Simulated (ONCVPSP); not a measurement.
rhodium: one change to an ONCV potential, before and after

ONCVPSP 4.0.1 input, shortened (lines: element, Z, core and valence counts, functional; n l f; lmax; l rc ep ncon nbas qcut; lloc lpopt rc5 dvloc0; l nproj debl; icmod fcfact rcfact), PBE, scalar-relativistic:

```
  Rh 45.00    8    2        4      upf
    1    0    2.00
    2    0    2.00
    2    1    6.00
    3    0    2.00
    3    1    6.00
    3    2   10.00
    4    0    2.00
    4    1    6.00
    4    2    8.00
    5    1    1.00
    2
    0    3.25    0.22    5    8    2.40
    1    4.00    0.00    3    6    2.40
    2    1.75    0.00    3    8    8.30
    4    4    1.55    3.00
    0    3    0.60
    1    2    0.70
    2    2    1.50
    3    5.50    1.55
```

In the s channel the program set the typed energies aside and used 0.050, 0.650, 1.250 Ha.

Change: d: rc 2.54.

Cutoffs: the cutoffs (Ha) at which the residual kinetic energy of the hardest occupied pseudo-wave falls to 1 and 0.1 mHa per electron; they do not see the model core or the augmentation charge, which bear on the density cutoff. Errors are all-electron minus pseudo energies relative to the spin-unpolarised reference configuration.

Problem. What does the change do?

Solution. The potential gets softer (24 Ha and 28 Ha → 18 Ha and 22 Ha); of the 3 tests that both files solve, the error grows in 0 and shrinks in 3 by more than 15 % and 0.3 meV (median size 16.7 → 10.5 meV); neither file shows a bound ghost. A larger radius leaves more room for a smooth pseudo-wave, so fewer plane waves are needed. That the errors move this way runs against the usual rule that smaller radii transfer better.

| quantity | base | changed |
| --- | --- | --- |
| cutoff, loose | 24 Ha | 18 Ha |
| cutoff, tight | 28 Ha | 22 Ha |
| loose cutoff by channel | p 0.8 Ha, d 24 Ha | p 0.8 Ha, d 18 Ha |
| bound ghosts | none | none |
| GHOST(+) flags under 300 eV | s at 87.8 eV | s at 87.8 eV |
| tests with a reliable result | 3 of 4 | 3 of 4 |
| error for 4d8 5s1 5p0, meV [ΔE -3.60 eV] | -7.4 | -5.2 |
| error for 4d8 5p0, meV [ΔE 3.86 eV] | -17 | -11 |
| error for 4d7 5p0, meV [ΔE 23.37 eV] | -154 | -125 |
| s: phases at 3.29 bohr within 0.05 rad from the reference energy up to (Ha; the scan ends near 5) | 3.1 | 3.1 |
| p: phases at 4.06 bohr within 0.05 rad from the reference energy up to (Ha; the scan ends near 5) | 1.6 | 1.6 |
| rms error of d²Exc/dni dnj with the model core, mHa | 0.86 | 0.95 |
